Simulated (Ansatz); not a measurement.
# Exact exchange and the vertical energy of the triplet above the singlet of CH5AlO2

The species is CH5AlO2 (9 atoms), meant as a singlet with charge 0. SMILES: `C[Al](O)O`. The shape is that of a PBE0-D4/def2-TZVP optimisation. This is one conformer, not always the lowest.

The vertical energy of the triplet above the singlet y, in eV, basis def2-SVP; a is the functional's share of exact exchange. Programs: Ansatz 0.2.0.

| functional | program | a | y (eV) |
| --- | --- | --- | --- |
| r2SCAN | Ansatz | 0 | 6.61 |
| revPBE | Ansatz | 0 | 6.19 |
| B3LYP | Ansatz | 0.2 | 6.72 |
| PBE0 | Ansatz | 0.25 | ? |
| r2SCAN0 | Ansatz | 0.25 | 7.16 |
| BHLYP | Ansatz | 0.5 | 7.34 |

Problem. Fit y = c + s·a to the known rows and predict PBE0.

Solution. 
1. Means of the 5 rows: a = 0.1900, y = 6.804.
2. Σ(Δa)² = 0.172, Σ(Δa·Δy) = 0.3402, so the slope is 0.3402/0.172 = 1.9779.
3. Intercept: 6.804 − (1.9779) × 0.1900 = 6.428. The largest residual of the fit is 0.24.
4. PBE0: 6.428 + (1.9779) × 0.25 = 6.92 eV.

The run gave 6.90 eV, so the prediction is off by +0.02 eV, within the scatter of the fit. The rows mix families of semi-local functionals, which the line can't see.
